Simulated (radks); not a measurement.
Values are calculated unless marked as measured or tabulated.
Coherent X-ray form factor from a spherical all-electron density. Code: a radial shooting solver on a logarithmic mesh with Libxc functionals. Model: scalar-relativistic Kohn-Sham, BLYP, spin-unpolarised, spherical densities, finite nucleus; Fermi nuclear charge, rms radius of each element as measured or else 0.836 A^(1/3) + 0.57 fm.

sin(theta)/lambda (1/angstrom)  f0 (electrons)
0.05                                    31.276
0.1                                     29.545
0.15                                    27.519
0.2                                     25.563
0.25                                    23.754
0.3                                     22.070
0.4                                     18.967
0.5                                     16.176
0.6                                     13.757
0.8                                     10.180
1                                        8.056
1.25                                     6.623
1.5                                      5.769
2                                        4.436

The species is in the configuration that NIST lists as its ground one. Which atom or ion scatters so?

Answer. Neutral germanium, [Ar] 3d10 4s2 4p2. Extrapolating in s^2 from the first two rows gives f0(0) = 31.9, near the electron count 32; among species with that count, the fall with angle is slower the higher Z, and the table is that of Z = 32; from so few rows the species is fixed only to a neighbour or two.
